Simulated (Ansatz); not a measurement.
A geometry relaxed with B3LYP-D3(BJ)/def2-TZVP (Ansatz, a first-principles code), charge 0, multiplicity 1:

```xyz
11

C     -0.1798     0.5389    -0.5160
H     -2.0688    -0.4640    -0.6928
H      0.0813    -1.3214     0.6520
C     -1.6719     0.4738    -0.2943
H     -2.1607     1.3164    -0.7768
C      1.9424    -0.6205    -0.0333
H      2.4659     0.1450    -0.5931
H     -1.8916     0.4803     0.7769
C      0.6210    -0.5631     0.0953
H      2.5256    -1.4178     0.4081
O      0.3366     1.4324    -1.1525
```

**Question.** Write the SMILES of this molecule.

**Answer.** `C=CC(C)=O`
